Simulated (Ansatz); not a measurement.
```xyz
3

Ni    0.0000    0.0000    0.0000
B     0.0000    1.5675    1.0976
B     0.0000   -1.5675    1.0976
```

Basis set: pcseg-2 (spherical functions). Charge 0, multiplicity 5.

Computed with Ansatz (development build ahead of 0.2.0); each method stands on the lowest determinant of its kind that the runs found. Restricted functionals stand beside restricted open-shell atoms, which can lie above the unrestricted atoms usual in DFT and then raise those values.

Task: Give the atomization energy at this shape (free ground-state atoms in the same class of orbitals less the molecule, no zero-point energy) of quintet NiB₂ by r²SCAN (unrestricted), r²SCAN (restricted open-shell).

Result:

```csv
method,atomization energy
r²SCAN (unrestricted),457.3 kJ/mol
r²SCAN (restricted open-shell),462.5 kJ/mol
```

Caution: other spin multiplicities were not run.

The shape needn't be a minimum at these levels.
